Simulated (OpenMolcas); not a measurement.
An OpenMolcas run meant for Al⁺ (ANO-R3, X2C; inactive shells 1s 2s 2p; intended active space 2 electrons in 4 orbitals (3s 3p)). One step of its input:

```
&CASPT2
Multistate=3 1 2 3
Frozen=1 0
IPEA=0.25
Shift=2.0
MaxIter=60
WThr=0.0 0.3 0.05
PrWF=0.5
NoMix
```

The run finished. Its levels beside those of a sound run (SS-CASPT2, IPEA 0.25 Eh, imaginary shift 0.1 Eh (closed shells correlated: 2s 2p)), in cm-1 above each run's lowest level:

```json
{"Level": "3s2 1S0", "This run": "0.0", "Usual run": "0.0"}
{"Level": "3s 3p 3P* 0", "This run": "37149", "Usual run": "37151"}
{"Level": "3s 3p 3P* 1", "This run": "37201", "Usual run": "37203"}
{"Level": "3s 3p 3P* 2", "This run": "37305", "Usual run": "37307"}
{"Level": "3s 3p 1P* 1", "This run": "63782", "Usual run": "61470"}
{"Level": "3p2 3P0", "This run": "94321", "Usual run": "94304"}
{"Level": "3p2 3P1", "This run": "94372", "Usual run": "94356"}
{"Level": "3p2 3P2", "This run": "94472", "Usual run": "94430"}
{"Level": "3p2 1D2", "This run": "99811", "Usual run": "94641"}
{"Level": "3p2 1S0", "This run": "116181", "Usual run": "111736"}
```

Which setting is unsound, and how much does it matter here?

The level shift is far above the usual 0.1 to 0.3 hartree and damps the second-order energy. Against the sound run the excited levels shown move by 1300 cm-1 on average and by 5200 cm-1 at most.

Over all roots computed the reference weight is 0.91 to 0.98 in the sound run; the roots of lowest weight are the least certain, and an intruder state may touch them. The ¹D term of p² mixes with s d, which this space lacks. Some levels mix across a computed gap that differs much from the measured one, so their mixing is not that of the real levels (holds for the sound run). Only configurations of the active space appear.

* marks odd parity.
